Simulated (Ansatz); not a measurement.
Reaction (hydrogenolysis of a C–C bond): `C[C@H]1[SiH2][C@@H]1C#N` + H₂ → `CC1C[SiH2]1` + `C#N`

Isolated molecules relaxed with PBE0-D4/def2-TZVP in Ansatz; ΔE leaves out vibrations. CCSD(T)/CBS adds triple-zeta CCSD(T) − MP2 to the extrapolated MP2 energy (def2 sets, frozen cores). This one scheme is used for every species. Functionals use def2-TZVPP.

```csv
level,ΔE (kcal/mol)
revPBE-D4,0.2
PBE,-1.6
HF/def2-SVP,-6.5
HF/def2-TZVPP,-6.5
```

(1) What does CCSD(T)/CBS give? (An estimate is asked.)

(2) What do rigid-rotor, harmonic-oscillator terms from PBE0-D4/def2-TZVP frequencies (298.15 K, 1 bar) make of the CCSD(T)/CBS value? (An estimate is asked.)

Largest T1 diagnostic among the species: 0.014.

Answers

(1) The calculation gave: -3.5 kcal/mol. The listed levels differ from it by 3.7, 1.9, -3.0, -3.0 kcal/mol.

(2) The calculation gave: ΔZPE = +4.4 kcal/mol, ΔH = 0.0 kcal/mol, ΔS = 30 J/(mol·K), ΔG = -2.2 kcal/mol.

Leaving LDA and LC-ωPBE aside and taking each functional with its dispersion term where it has one, the values, not all of them listed here, spread over 3.5 kcal/mol, from B2PLYP to revPBE-D4. LDA lies +2.3 kcal/mol from PBE without D4. From BLYP to BHLYP (50 % exact exchange), in def2-TZVPP and without D4, ΔE moves by −1.0 kcal/mol.
